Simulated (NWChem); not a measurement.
Molecule: CH₄ClFSi; SMILES FC[SiH2]Cl

```xyz
8

F      0.8822     1.9673    -0.2767
C     -0.1521     1.4941     0.5224
Si    -0.8334    -0.1467    -0.1625
Cl     0.6108    -1.6354     0.0007
H      0.2112     1.3614     1.5676
H     -0.9756     2.2475     0.5541
H     -1.1904     0.0155    -1.6086
H     -2.0377    -0.5429     0.6443
```
Atoms are numbered in this order, from 1.

Results from NWChem. Pople sets run with spherical d functions. All runs use the structure optimised with PBE-D3(BJ)/def2-SVP. Static field.

### Question
Order these runs by computing time, cheapest first, and give rough ratios: PBE/def2-SVP; PBE/Sadlej pVTZ; PBE/def2-SVPD.

### Answer
PBE/def2-SVP (1), PBE/def2-SVPD (3), PBE/Sadlej pVTZ (10). Ratios are rough, from one shared machine; the cheapest took around 14 core-seconds (rough). What differs between the cheapest and the dearest: isotropic polarisability (bohr³) 45.1 → 59.0; anisotropy (bohr³) 11.0 → 12.6.
